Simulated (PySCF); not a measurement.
PySCF input file for H2Zr, SMILES [ZrH2], multiplicity 1, PBE-D3(BJ)/def2-TZVPD. Geometry: PBE-D3(BJ)/def2-TZVPD. The geometry has at least one imaginary mode, so it is a saddle point at that level. The multiplicity is an assumed one; other spin states were not compared. The def2 effective core potentials stand for the cores of Zr; spin–orbit coupling is left out.

```python
import numpy as np
from pyscf import gto, scf, dft, df
from pyscf.hessian import thermo

mol = gto.M(
    atom='''
    Zr    0.00000000    0.00000000    0.00000000
    H     0.00000000    0.00000000   -1.93725497
    H     0.00000000    0.00000000    1.93725497
    ''',
    basis='def2-TZVPD',
    ecp={'Zr': 'def2-tzvp'},
    charge=0,
    spin=0,
    max_memory=1600,
    verbose=3,
)
mf = dft.RKS(mol, xc='pbe').density_fit(auxbasis='def2-universal-jkfit')
mf.disp = 'd3bj'
mf.grids.level = 3
mf.conv_tol = 1e-11
mf.max_cycle = 100
mf.kernel()

# [left out here: the lines that compute and print the analytic Hessian (its translational invariance restored by hand, since the grid's response is missing), thermochemistry and intensities]
```

Log of the run:

```
SCF not converged.
SCF energy = -48.0416529994256

WARN: DFTD3 does not support analytical Hessian, using finite difference


WARN: Mole.unit (angstrom) is changed to Bohr

Mode                                 0                   1                   2
Irrep
Freq [cm^-1]                    -1132.2950          -1096.3848           1371.0521
Reduced mass [au]                   1.0300              1.0300              1.0300
Force const [Dyne/A]               -0.7781             -0.7295              1.1408
Char temp [K]                   -1629.1205          -1577.4536           1972.6388
Normal mode                   x     y     z       x     y     z       x     y     z
       0  Zr                -0.02  0.00 -0.00   -0.00 -0.02 -0.00   -0.00 -0.00  0.02
       1   H                 0.68 -0.15  0.00    0.15  0.68 -0.00    0.00  0.00 -0.70
       2   H                 0.68 -0.15  0.00    0.15  0.68  0.00    0.00  0.00 -0.70
Mode                                 3
Irrep
Freq [cm^-1]                     1579.2160
Reduced mass [au]                   1.0080
Force const [Dyne/A]                1.4811
Char temp [K]                    2272.1402
Normal mode                   x     y     z
       0  Zr                -0.00 -0.00 -0.00
       1   H                 0.00  0.00  0.70
       2   H                 0.00  0.00 -0.70
temperature 298.1500 [K]
pressure 101325.00 [Pa]
Rotational constants [GHz] inf 66.79641 66.79641
Symmetry number 2
Zero-point energy (ZPE) 0.00672 [Eh]   17646.522 [J/mol]
                           tot       elec      trans        rot        vib
Entropy [J/mol/K]       205.665      0.000    165.307     40.238      0.120
Cv [J/mol/K]             21.512      0.000     12.472      8.314      0.725
Cp [J/mol/K]             29.826      0.000     20.786      8.314      0.725
Internal energy [J/mol]                      3718.434   2478.956  17677.768
Internal energy [Eh]   -48.03256  -48.04165
Enthalpy [J/mol]                             6197.391   2478.956  17677.768
Enthalpy [Eh]          -48.03162
Gibbs free energy [J/mol]                  -43088.933  -9517.982  17641.987
Gibbs free energy [Eh] -48.05497
mode   freq/cm-1   IR/(km/mol)
   1    -1132.30       761.170
   2    -1096.38       371.687
   3     1371.05       802.423
   4     1579.22         0.000
max |gradient| / (hartree/bohr): 0.0016555085118843042
APT charges: [ 1.1273 -0.5636 -0.5637]
```

Convergence was not reached. The end point has an imaginary mode, so it is no minimum.
